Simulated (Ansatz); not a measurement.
Compare A (`O[Si@H]1S[C@H]1F`) with its isomer B (`O[C@@H]1S[Si@H]1F`).

Program: Ansatz. Geometries: PBE0-D4/def2-TZVP. ΔE: electronic, gas phase. CBS: MP2 limit from def2 TZ/QZ plus the TZ coupled-cluster correction, frozen cores. Functionals use def2-TZVPP. B3LYP here is the variant with VWN-RPA as its local correlation; programs differ in this. Each species was taken in one conformer, which may not be the lowest.

Which isomer does CCSD(T)/CBS put lower? Give the gap. (An estimate is asked.)

The calculation gave: B, by 9.7 kcal/mol.

Give E(B) − E(A) in kcal/mol with B3LYP-D4, LDA (SPW92), MP2/def2-TZVPP, ωB97M-V, PBE0-D4, r2SCAN-D4, CCSD(T)/def2-TZVPP. (An estimate is asked.)

The calculation gave: B3LYP-D4 -9.2, LDA (SPW92) -8.8, MP2/def2-TZVPP -10.2, ωB97M-V -8.7, PBE0-D4 -9.1, r2SCAN-D4 -9.1, CCSD(T)/def2-TZVPP -9.6. None reverses the order clearly.

Does the order hold for the free energy at 298.15 K (harmonic terms from PBE0-D4)? (Estimate.)

Ansatz gave: Yes: G(B) − G(A) = -9.2 kcal/mol, for one conformer each.

Largest T1 diagnostic: 0.013.

At CCSD(T), def2-SVP lies −0.9 kcal/mol from the extrapolated value and def2-TZVPP +0.1 kcal/mol. Leaving LDA and LC-ωPBE aside and taking each functional with its dispersion term where it has one, the values, not all of them listed here, spread over 1.0 kcal/mol, from PBE-QIDH to ωB97X-V.
